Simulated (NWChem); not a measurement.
Species: Si₂H₅SCl; SMILES [SiH3]S[SiH2]Cl

```xyz
9

Si    -0.8938     1.8390     0.0953
S      0.9770     0.9980    -0.6324
Si     0.8878    -0.8789     0.4062
Cl    -0.8806    -1.9030    -0.0127
H     -2.0611     1.3594    -0.7157
H     -1.0909     1.4671     1.5389
H     -0.7514     3.3257    -0.0461
H      0.9270    -0.6849     1.8923
H      2.0535    -1.6825    -0.0801
```
Atoms are numbered in this order, from 1.

All runs: NWChem. Pople sets run with spherical d functions. Coordinates come from a PBE-D3(BJ)/def2-SVP optimisation. Vzz is the largest principal value of the second derivative of the potential at the nucleus (NWChem prints the opposite sign); η is the asymmetry. Non-relativistic.

Task: Predict the results for B3LYP/6-31G*. Quantities: Vzz S2 (a.u.); η S2; Vzz Cl4 (a.u.); η Cl4.

Result: The vzz S2 (a.u.) is -1.616 and the η S2 comes out as 0.53. The vzz Cl4 (a.u.) is 2.096 and the η Cl4 is 0.09.
